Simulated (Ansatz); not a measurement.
Coupled-cluster run, C₉H₂₁Ga (`C[CH](C)[Ga]([CH](C)C)[CH](C)C`).

```yaml
crystal:
  periodic: [false, false, false]
  atoms:
    - {symbol: C, position_ang: [-2.087741, -1.091064, 1.316223]}
    - {symbol: C, position_ang: [-0.611503, -0.715487, 1.430214]}
    - {symbol: C, position_ang: [-0.391056, 0.292478, 2.553269]}
    - {symbol: Ga, position_ang: [0.081122, -0.064774, -0.331398]}
    - {symbol: C, position_ang: [-0.376586, 1.754983, -1.021267]}
    - {symbol: C, position_ang: [0.702746, 2.731429, -0.550873]}
    - {symbol: C, position_ang: [-1.764133, 2.251594, -0.637516]}
    - {symbol: C, position_ang: [1.316325, -1.266957, -1.344121]}
    - {symbol: C, position_ang: [0.670691, -2.629339, -1.577455]}
    - {symbol: C, position_ang: [2.632103, -1.417832, -0.584843]}
    - {symbol: H, position_ang: [-2.266358, -1.860337, 0.558260]}
    - {symbol: H, position_ang: [-2.471447, -1.481832, 2.267594]}
    - {symbol: H, position_ang: [-2.705690, -0.225636, 1.056551]}
    - {symbol: H, position_ang: [-0.048752, -1.625823, 1.670661]}
    - {symbol: H, position_ang: [-0.911679, 1.235191, 2.358296]}
    - {symbol: H, position_ang: [-0.771803, -0.089044, 3.509738]}
    - {symbol: H, position_ang: [0.666929, 0.530036, 2.699501]}
    - {symbol: H, position_ang: [-0.317499, 1.693303, -2.114867]}
    - {symbol: H, position_ang: [0.715177, 2.825127, 0.540356]}
    - {symbol: H, position_ang: [1.706772, 2.430017, -0.866264]}
    - {symbol: H, position_ang: [0.528098, 3.737970, -0.951978]}
    - {symbol: H, position_ang: [-1.951452, 3.256648, -1.037545]}
    - {symbol: H, position_ang: [-2.558069, 1.600319, -1.013540]}
    - {symbol: H, position_ang: [-1.884024, 2.314732, 0.448248]}
    - {symbol: H, position_ang: [1.525966, -0.806259, -2.316142]}
    - {symbol: H, position_ang: [0.401849, -3.112846, -0.632030]}
    - {symbol: H, position_ang: [-0.240072, -2.563375, -2.180623]}
    - {symbol: H, position_ang: [1.354816, -3.310946, -2.099462]}
    - {symbol: H, position_ang: [2.473448, -1.834176, 0.416034]}
    - {symbol: H, position_ang: [3.157471, -0.465465, -0.463173]}
    - {symbol: H, position_ang: [3.316454, -2.099732, -1.106150]}
basis:
  gaussian: {orbitals: def2-TZVPP}
correlation: {method: ccsd_t}
output: {orbitals: {seedname: orbitals}}
```

```sh
$ ansatz run in.yaml --threads 11 --pin off --events-out ev --progress --plain --max-ram 174080MiB --backend cuda --devices 0, --max-vram 75GiB
```

Output of Ansatz, abridged:

```
Functional definition: HF
3606 factors; integrals over basis functions are off by at most 1.0e-3 eV
mean field evaluation 1: about -61933.9198 eV, gradient 5.9e1 eV
mean field evaluation 2: about -61934.2807 eV, gradient 5.9e1 eV
mean field evaluation 4: about -61943.7288 eV, gradient 7.0e0 eV
mean field evaluation 8: about -61943.8742 eV, gradient 4.8e-1 eV
mean field -61943.87484241 eV, -2276.3954133921 hartree, gradient 1.4e-6 eV, S^2 0.000000; 0 other end points of the search recorded, 0 dependent functions left out
18 core orbitals not correlated: weight in the atoms' cores, before any rotation towards them, 1.000 or more for the frozen orbitals, at most 0.000 for the correlated occupied ones
reference -61943.87484241 eV, -2276.3954133921 hartree; 35, 35 occupied and 568, 568 virtual orbitals, 3606 factors
second order -50.00377447 eV of doubles, -0.00000000 eV of singles
cycle   1  -51.11442125 eV  change    -1.1e0 eV  update   1.5e-1
cycle   2  -52.39474475 eV  change    -1.3e0 eV  update   4.1e-2
cycle   3  -52.61612200 eV  change   -2.2e-1 eV  update   1.9e-2
cycle   4  -52.61073011 eV  change    5.4e-3 eV  update   4.2e-3
cycle   5  -52.60961717 eV  change    1.1e-3 eV  update   1.7e-3
cycle   6  -52.60984519 eV  change   -2.3e-4 eV  update   4.6e-4
cycle   7  -52.60966255 eV  change    1.8e-4 eV  update   1.8e-4
cycle   8  -52.60961011 eV  change    5.2e-5 eV  update   6.2e-5
perturbative correction -2.15225933 eV, -0.0790940717 hartree
Total energy: -61998.63671185 eV, -2278.4078749752 hartree
```

It took 83 s on 11 threads of an AMD EPYC 7R13 on a shared host and a whole NVIDIA H100 80 GB, with 3.7 GiB of host memory at the peak.

Correlation energy per correlated electron: -0.782 eV. T1 diagnostic: 0.0103.
